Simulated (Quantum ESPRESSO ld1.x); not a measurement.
Values are calculated unless marked as measured or tabulated.
Problem. All-electron atom: Tc33+ in [Ne]. Code: ld1.x of Quantum ESPRESSO 7.5. Model: scalar-relativistic Kohn-Sham, LDA (Slater exchange, Perdew-Zunger correlation), spin-polarised, spherical densities, point nucleus. Some entries of the table are withheld. Estimate them.

orbital,occ.,eigenvalue (hartree),<r> (bohr),<1/r> (bohr^-1)
1s,2,-835.217,0.03429,44.68
2s,2,(1),0.1467,(2)
2p,6,-163.708,(3),(4)
3s,0,-70.7892,0.3522,4.238
3p,0,-67.5385,0.3395,4.118

Solution. 
(1) 2s eigenvalue (hartree): -174.279
(2) 2s <1/r> (bohr^-1): 10.28
(3) 2p <r> (bohr): 0.1273
(4) 2p <1/r> (bohr^-1): 9.973
